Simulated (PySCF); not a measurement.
## Spin states of SiBr⁺

Unrestricted PBE0; PySCF, no relativity, basis sets Si def2-TZVPPD, Br def2-TZVPPD. Outer shells of the fragments: Si+ 3s2 3p1; Br 3d10 4s2 4p5.

Followed along the bond (rough minima from three points):

```csv
2Ms+1,unpaired,⟨S²⟩ at the start,R at minimum (Å),Te (eV)
1,none,0.00,2.11,0.00
3,"σ ↑, π ↑",2.01,2.16,3.33
```

Solutions found at the starting distance of 2.330 Å, counted from the lowest of them; the search is not exhaustive and high or unbound solutions are not listed, so other states can lie among these:

```csv
2Ms+1,unpaired,term,E (eV),⟨S²⟩,⟨Lz²⟩,μ (D)
1,none,¹Σ⁺,0.00,0.00,0.00,-6.22
3,"σ ↑, π ↑",³Π,3.13,2.01,1.01,-5.45
3,π ↑↑,mixed,3.34,2.01,2.02,-2.44
3,π ↑↑,mixed,3.54,2.01,2.02,-2.48
1,π ↑↓,mixed,3.57,1.01,2.02,-2.49
3,σ ↑↑,³Σ⁺,5.74,2.01,0.00,-5.26
3,"σ ↑, π ↑",³Π,6.02,2.01,1.01,-2.91
```

A term symbol is given only where ⟨S²⟩ and ⟨Lz²⟩ are close to those of a pure state; real π, δ and φ orbitals otherwise mix terms. A positive dipole points towards Br; it is taken about the centre of mass and depends on that origin.

Compare the gap between the two lowest followed solutions at the starting distance with the gap between their minima.

At PBE0 the second solution (triplet, unpaired electrons σ ↑, π ↑) lies +3.13 eV from the first (singlet, closed shell) at 2.330 Å and +3.33 eV at the minima; the two curves relax by different amounts, since their minima lie near 2.16 and 2.11 Å.

Counting both spins, an empty level lies below a filled one in some of these solutions, because spin and occupation are held.
